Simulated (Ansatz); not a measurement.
Geometry optimisation, RKS r2SCAN/def2-SVP in Ansatz.

Input file:

```yaml
crystal:
  periodic: [false, false, false]
  atoms:
    - { symbol: Ge, position_ang: [0.230935, -0.017973, 0.006554] }
    - { symbol: O, position_ang: [0.720914, -0.106003, 1.702772] }
    - { symbol: H, position_ang: [-0.000221, -0.167803, 2.343071] }
    - { symbol: H, position_ang: [1.722256, 0.037172, -0.314086] }
    - { symbol: H, position_ang: [-0.581785, 1.244454, -0.332615] }
    - { symbol: H, position_ang: [-0.518898, -1.271248, -0.479295] }
basis:
  gaussian: { orbitals: def2-SVP }
hamiltonian:
  xc: r2scan
relax:
  f_tol: 0.03
  max_steps: 50
```

Run as:

```bash
$ ansatz run input.yaml --threads 1 --pin off --max-ram 2048MiB --backend cpu --events-out ev --progress --plain --runs-dir out
```

Task: Where does it end, and by what steps?

Result: The forces met the threshold. After 5 steps the energy has fallen by 0.239 eV; H4 moved furthest, 0.28 Å.

```json
{"step": "0", "energy less start (eV)": "0.0000", "largest force component (eV/Å)": "1.090", "accepted": "yes"}
{"step": "1", "energy less start (eV)": "-0.2100", "largest force component (eV/Å)": "0.308", "accepted": "yes"}
{"step": "2", "energy less start (eV)": "-0.2290", "largest force component (eV/Å)": "0.302", "accepted": "yes"}
{"step": "3", "energy less start (eV)": "-0.2388", "largest force component (eV/Å)": "0.086", "accepted": "yes"}
{"step": "4", "energy less start (eV)": "-0.2392", "largest force component (eV/Å)": "0.038", "accepted": "yes"}
{"step": "5", "energy less start (eV)": "-0.2392", "largest force component (eV/Å)": "0.001", "accepted": "yes"}
```

```xyz
6
Properties=species:S:1:pos:R:3
Ge 0.317 -0.020 0.056
O 0.664 -0.115 1.805
H -0.144 -0.168 2.332
H 1.699 0.054 -0.593
H -0.513 1.240 -0.262
H -0.450 -1.272 -0.411
```

Whether the end is a true minimum wasn't checked by a vibrational analysis.

Time of the run: 18 s on 1 thread of Arm Neoverse V1 (shared host), peak memory 0.12 GiB.
